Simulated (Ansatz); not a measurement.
Compare A (`C#C[CH](C)[SnH3]`) with its isomer B (`[SnH3][CH2]C1=CC1`).

Calculated with Ansatz (gas phase, PBE0-D4/def2-TZVP geometries, no zero-point term in ΔE). CCSD(T)/CBS adds triple-zeta CCSD(T) − MP2 to the extrapolated MP2 energy (def2 sets, frozen cores). Functionals use def2-TZVPP. B3LYP here is the variant with VWN-RPA as its local correlation; programs differ in this. def2 core potentials past Kr. For Sn outer-core shells are correlated without core-valence functions, which leaves a few kJ/mol of doubt a bond. One conformer a species, not always the lowest.

Question: Which is lower in electronic energy at CCSD(T)/CBS, and by how much? (An estimate is asked.)

Answer: Computed: A, by 69.7 kJ/mol.

Question: Give E(B) − E(A) in kJ/mol with B3LYP-D4, HF/def2-TZVPP, PBE-D4, MP2/def2-TZVPP, B3LYP, CCSD(T)/def2-TZVPP, r2SCAN-D4. (An estimate is asked.)

Answer: Computed: B3LYP-D4 64.1, HF/def2-TZVPP 77.2, PBE-D4 44.2, MP2/def2-TZVPP 69.2, B3LYP 62.8, CCSD(T)/def2-TZVPP 69.0, r2SCAN-D4 52.1. None reverses the order clearly.

Largest T1 diagnostic: 0.012.

In def2-TZVPP, CCSD(T) changes the Hartree–Fock value by −8.2 kJ/mol (the triples alone add −0.4 kJ/mol) and MP2 by −8.0 kJ/mol.
